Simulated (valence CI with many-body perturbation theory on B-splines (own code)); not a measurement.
Energy levels of Cl+

Method: configuration interaction combined with many-body perturbation theory (CI+MBPT): six valence electrons over a frozen Dirac-Fock core [Ne], a basis of 9 s, 9 p, 8 d, 6 f, 3 g, 1 h functions for each j, with the one-electron correlation potential Σ1, the two-electron term Σ2, the three-electron term Σ3, Breit, model QED; selected CI, second order for the rest, scaled by the run's own slope (own B-spline code, finite nucleus).

Against 32 measured levels this calculation errs by 179 cm⁻¹ on average and by 395 at most. Among the levels kept, up to 2000 cm⁻¹ of a level comes from second order outside the variational space, and about a tenth of that is noise between levels of different J, which matters for small intervals.

Levels 1 to 33 of 33, with energies above the lowest level, 3s2 3p4 3P_2. "Leading %" is the weight of the configuration and term that name the level; weights of strongly mixed levels are sums over their largest components and can fall short. In the jj column 3d3/2^4 stands for four electrons in 3d with j = 3/2. Lifetimes count E1, E2, E3, M1 and M2 decay at the calculated energies, and are blank where another channel may lead or the interval is too uncertain; long ones can be off by a factor of two.

```csv
No.,Configuration,Term,J,E (cm⁻¹),Leading %,Lifetime,Second component,Leading jj
1,3s2 3p4,3P,2,0.0,93,,,3s^2 3p1/2^2 3p3/2^2 (66 %)
2,3s2 3p4,3P,1,680,93,141 s,,3s^2 3p1/2 3p3/2^3 (93 %)
3,3s2 3p4,3P,0,1012,93,,,3s^2 3p3/2^4 (59 %)
4,3s2 3p4,1D,2,11757,93,7.20 s,,3s^2 3p1/2 3p3/2^3 (66 %)
5,3s2 3p4,1S,0,28142,90,298 ms,,3s^2 3p1/2^2 3p3/2^2 (57 %)
6,3s 3p5,3P°,2,93230,68,8.75 ns,23 % 3s2 3p3 3d 3P°,3s 3p1/2^2 3p3/2^3 (68 %)
7,3s 3p5,3P°,1,93864,68,8.77 ns,23 % 3s2 3p3 3d 3P°,3s 3p1/2 3p3/2^4 (44 %)
8,3s 3p5,3P°,0,94155,68,8.85 ns,23 % 3s2 3p3 3d 3P°,3s 3p1/2 3p3/2^4 (68 %)
9,3s2 3p3 4s,5S°,2,107531,92,1.69 μs,,3s^2 3p1/2 3p3/2^2 4s (51 %)
10,3s2 3p3 3d,5D°,4,110077,92,,,3s^2 3p1/2 3p3/2^2 3d5/2 (51 %)
11,3s2 3p3 3d,5D°,0,110084,92,1.75 μs,,3s^2 3p1/2 3p3/2^2 3d3/2 (50 %)
12,3s2 3p3 3d,5D°,3,110100,92,4.73 μs,,3s^2 3p1/2 3p3/2^2 3d5/2 (30 %)
13,3s2 3p3 3d,5D°,1,110105,92,1.96 μs,,3s^2 3p1/2 3p3/2^2 3d3/2 (46 %)
14,3s2 3p3 3d,5D°,2,110108,92,2.63 μs,,3s^2 3p1/2 3p3/2^2 3d3/2 (36 %)
15,3s2 3p3 4s,3S°,1,112293,91,383 ps,,3s^2 3p1/2 3p3/2^2 4s (50 %)
16,3s2 3p3 3d,1P°,1,115657,57,8.57 ns,34 % 3s 3p5 1P°,3s^2 3p1/2 3p3/2^2 3d5/2 (31 %)
17,3s2 3p3 3d,3D°,3,119733,91,7.84 ns,,3s^2 3p1/2 3p3/2^2 3d5/2 (50 %)
18,3s2 3p3 3d,3D°,2,119734,91,7.71 ns,,3s^2 3p3/2^3 3d5/2 (28 %)
19,3s2 3p3 3d,3D°,1,119771,91,7.44 ns,,3s^2 3p1/2 3p3/2^2 3d5/2 (48 %)
20,3s2 3p3 3d,1S°,0,125164,90,2.20 μs,,3s^2 3p1/2 3p3/2^2 3d5/2 (53 %)
21,3s2 3p3 3d,3F°,2,126042,91,817 ns,,3s^2 3p1/2 3p3/2^2 3d3/2 (45 %)
22,3s2 3p3 3d,3F°,3,126226,91,407 ns,,3s^2 3p1/2 3p3/2^2 3d3/2 (42 %)
23,3s2 3p3 3d,3F°,4,126433,91,1.09 s,,3s^2 3p1/2 3p3/2^2 3d5/2 (67 %)
24,3s2 3p3 4s,3D°,1,126594,90,1.09 ns,,3s^2 3p1/2 3p3/2^2 4s (40 %)
25,3s2 3p3 4s,3D°,2,126601,90,1.08 ns,,3s^2 3p1/2 3p3/2^2 4s (60 %)
26,3s2 3p3 4s,3D°,3,126624,91,1.07 ns,,3s^2 3p1/2 3p3/2^2 4s (91 %)
27,3s2 3p3 4p,5P,1,128231,91,7.32 ns,,3s^2 3p1/2 3p3/2^2 4p1/2 (43 %)
28,3s2 3p3 4p,5P,2,128278,91,7.24 ns,,3s^2 3p1/2 3p3/2^2 4p1/2 (27 %)
29,3s2 3p3 4p,5P,3,128336,92,7.16 ns,,3s^2 3p1/2 3p3/2^2 4p3/2 (51 %)
30,3s2 3p3 4s,1D°,2,128936,90,481 ps,,3s^2 3p1/2 3p3/2^2 4s (71 %)
31,3s2 3p3 4p,3P,0,131390,91,11.2 ns,,3s^2 3p1/2 3p3/2^2 4p3/2 (65 %)
32,3s2 3p3 4p,3P,1,131392,91,11.2 ns,,3s^2 3p1/2 3p3/2^2 4p3/2 (32 %)
33,3s2 3p3 4p,3P,2,131408,91,11.2 ns,,3s^2 3p1/2 3p3/2^2 4p3/2 (31 %)
```

Names give the largest LS component (configuration and term), which can be under half, so a name can repeat, a term be missing and a line seem to break the LS rules; names also repeat where a configuration has a term twice.

The ionisation energy to 3s2 3p3 4S°_3/2 of the next ion comes out as 23.755 eV (NIST: 23.8136 eV (measured)). All 33 levels together are meant to be complete up to 131768 cm⁻¹.
